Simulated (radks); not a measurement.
Question: Valence configurations of Tc III (all share [Kr]). Method: Dirac Kohn-Sham, BLYP, spin-unpolarised, spherical densities, finite nucleus; open shells fill j = l - 1/2 first; Fermi nuclear charge, rms radius 4.4112 fm; computed with a radial shooting solver on a logarithmic mesh with Libxc functionals. Order these by energy: 4d4 5s1; 4d5; 4d4 5p1; 4d3 5s2; 4d3.5 5s0.5 5p1; 4d4.5 5s0.5; 4d3.5 5s1.5.

Answer: From the lowest, in eV above it: 4d5 0.000; 4d4.5 5s0.5 2.014; 4d4 5s1 4.442; 4d3.5 5s1.5 7.480; 4d4 5p1 9.885; 4d3 5s2 10.991; 4d3.5 5s0.5 5p1 13.098. NIST lists [Kr] 4d5 as the ground configuration; this level of theory agrees among the configurations tried. The energies are those of spherical spin-averaged densities, not of single terms.
